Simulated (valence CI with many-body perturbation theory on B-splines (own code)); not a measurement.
Energy levels of Br¹⁴⁺

Level of theory: valence CI with perturbative core correlation (CI+MBPT): three valence electrons over a frozen Dirac-Fock core [Ar], a basis of 9 s, 9 p, 10 d, 8 f, 5 g, 3 h, 1 i functions for each j, with the one-electron correlation potential Σ1 (screened to all orders), the two-electron term Σ2, the three-electron term Σ3, Breit, model QED; selected single and double excitations, second order for the rest (own B-spline code, finite nucleus).

No measured spectrum was set against this ion. As an estimate, terms of the open shell hold to 2 to 4 % of their energy, and close levels can change places. Core correlation moves these levels by up to 4600 cm⁻¹, and in measured spectra 5 to 20 % of such shifts remained as error; rates that hang on mixing are uncertain with them. Only levels of the ground parity were solved; by the run's estimate the other parity begins above the list, which can be wrong where configurations are misplaced.

Levels 1 to 19 of 19, with energies above the lowest level, 3d³ ⁴F_3/2. "Leading %" is the weight of the configuration and term that name the level; weights of strongly mixed levels are sums over their largest components and can fall short. Lifetimes count E1, E2, E3, M1 and M2 decay at the calculated energies, and are blank where another channel may lead or the interval is too uncertain; long ones can be off by a factor of two.

| No. | Configuration | Term | J | E (eV) | Leading % | Second component | Lifetime |
| --- | --- | --- | --- | --- | --- | --- | --- |
| 1 | 3d³ | ⁴F | 3/2 | 0.000 | 97 |  |  |
| 2 | 3d³ | ⁴F | 5/2 | 0.603 | 99 |  | 206 ms |
| 3 | 3d³ | ⁴F | 7/2 | 1.297 | 99 |  | 134 ms |
| 4 | 3d³ | ⁴F | 9/2 | 2.015 | 96 | 4 % 3d³ ²G | 196 ms |
| 5 | 3d³ | ⁴P | 3/2 | 5.029 | 74 | 20 % 3d³ ²P | 54.2 ms |
| 6 | 3d³ | ⁴P | 1/2 | 5.135 | 90 | 10 % 3d³ ²P | 810 ms |
| 7 | 3d³ | ²G | 7/2 | 5.815 | 98 |  | 14.0 ms |
| 8 | 3d³ | ⁴P | 5/2 | 6.082 | 97 |  | 87.1 ms |
| 9 | 3d³ | ²G | 9/2 | 6.185 | 68 | 28 % 3d³ ²H | 11.6 ms |
| 10 | 3d³ | ²D | 3/2 | 7.194 | 55 | 22 % 3d³ ²P | 5.04 ms |
| 11 | 3d³ | ²P | 1/2 | 7.612 | 90 | 10 % 3d³ ⁴P | 16.7 ms |
| 12 | 3d³ | ²H | 9/2 | 8.305 | 72 | 28 % 3d³ ²G | 12.7 ms |
| 13 | 3d³ | ²H | 11/2 | 8.316 | 100 |  | 50.6 ms |
| 14 | 3d³ | ²D | 5/2 | 8.625 | 96 |  | 6.45 ms |
| 15 | 3d³ | ²P | 3/2 | 9.266 | 58 | 37 % 3d³ ²D | 5.71 ms |
| 16 | 3d³ | ²F | 7/2 | 12.371 | 99 |  | 11.6 ms |
| 17 | 3d³ | ²F | 5/2 | 12.607 | 98 |  | 16.3 ms |
| 18 | 3d³ | ²D | 5/2 | 19.027 | 97 |  | 2.06 ms |
| 19 | 3d³ | ²D | 3/2 | 19.247 | 100 |  |  |

Names give the largest LS component (configuration and term), which can be under half, so a name can repeat, a term be missing and a line seem to break the LS rules; names also repeat where a configuration has a term twice.

The ionisation energy to 3d² ³F2 of the next ion comes out as 482.28 eV (NIST: 481 ± 3 eV (theoretical)). All 19 levels together are meant to be complete up to 20.018 eV.
